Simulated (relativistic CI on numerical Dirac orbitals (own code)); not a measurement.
## Nb²⁺ (4d3) in a crystal field

Calculated by Dirac-Coulomb-Breit CI, KLI orbitals optimised for each configuration, model QED, valence Slater integrals scaled by 0.7, one configuration in a parametric crystal field (own radial code).

Field parameters in Wybourne normalisation: D3d B²₀ = −7Dσ, B⁴₀ = −14Dq − 21Dτ, B⁴₃ = −14√(10/7) Dq; D4h B²₀ = −7Ds, B⁴₀ = 21(Dq − Dt), B⁴₄ = 21√(5/14) Dq; Td as Oh with Dq negative (B⁴₀ = 21Dq, B⁴₄ = √(5/14) B⁴₀). The field is a parameter set, without covalency.

S and J are read from ⟨S²⟩ = S(S + 1) and ⟨J²⟩ = J(J + 1) of each level; they are not fictitious spins.

D3d, 10Dq = 13950, Dσ = 180, Dτ = -290 cm⁻¹, the lowest 16 levels:

| E (cm⁻¹) | Degeneracy | Irrep | S | J |
| --- | --- | --- | --- | --- |
| 0.0 | 2 | Γ5+Γ6 | 1.50 | 3.40 |
| 6.2 | 2 | Γ4 | 1.50 | 3.40 |
| 8689 | 2 | Γ4 | 0.54 | 4.04 |
| 8869 | 2 | Γ5+Γ6 | 0.52 | 3.84 |
| 9628 | 2 | Γ4 | 0.51 | 4.04 |
| 9917 | 2 | Γ5+Γ6 | 0.53 | 4.17 |
| 9952 | 2 | Γ4 | 0.52 | 3.66 |
| 12479 | 2 | Γ4 | 1.49 | 3.31 |
| 12527 | 2 | Γ4 | 1.49 | 3.42 |
| 12552 | 2 | Γ5+Γ6 | 1.48 | 3.36 |
| 12604 | 2 | Γ4 | 1.49 | 3.38 |
| 13421 | 2 | Γ5+Γ6 | 1.46 | 3.50 |
| 13479 | 2 | Γ4 | 1.49 | 3.57 |
| 14730 | 2 | Γ5+Γ6 | 0.58 | 3.47 |
| 14885 | 2 | Γ4 | 0.55 | 3.84 |
| 15062 | 2 | Γ4 | 0.56 | 3.68 |

Principal g values of the ground doublet: 0.00, 0.00, 5.68.

Td, 10Dq = -4300 cm⁻¹, the lowest 10 levels:

```csv
E (cm⁻¹),Degeneracy,Irrep,S,J
0.0,4,Γ8,1.49,2.52
149,2,Γ7,1.50,2.81
671,4,Γ8,1.50,3.63
1052,2,Γ6,1.50,4.21
4036,2,Γ7,1.49,3.24
4051,4,Γ8,1.49,3.29
4365,2,Γ6,1.49,3.75
4409,4,Γ8,1.47,3.95
5564,4,Γ8,0.56,3.97
8465,4,Γ8,1.35,3.81
```

D4h, 10Dq = 31250, Ds = 2720, Dt = -260 cm⁻¹, the lowest 16 levels:

```
E (cm⁻¹)  Degeneracy  Irrep     S     J
     0.0           2     Γ6  1.49  3.46
     9.1           2     Γ7  1.50  3.46
    3036           2     Γ7  0.51  3.88
    3523           2     Γ6  0.51  3.63
    9707           2     Γ6  0.50  3.92
    9858           2     Γ7  0.50  3.91
   10103           2     Γ6  0.50  4.01
   15709           2     Γ7  0.50  3.60
   22442           2     Γ6  0.50  3.55
   22980           2     Γ7  0.50  3.85
   27399           2     Γ6  1.50  2.33
   27423           2     Γ7  1.50  2.38
   31282           2     Γ7  1.50  3.45
   31295           2     Γ6  1.50  3.50
   31844           2     Γ7  1.49  2.96
   32038           2     Γ7  1.50  3.31
```

Principal g values of the ground doublet: 0.00, 0.00, 5.83.

The free-ion ground term has S = 3/2. Every field shown keeps that spin.

Levels of this model without a field, named by their leading LS term (the scale mimics covalency, so terms lie below those of the real free ion): 4F_3/2 0, 4F_5/2 452, 4F_7/2 1036, 4F_9/2 1716, 4P_1/2 7902, 4P_3/2 7968, 2G_7/2 8489, 4P_5/2 8644 cm⁻¹.
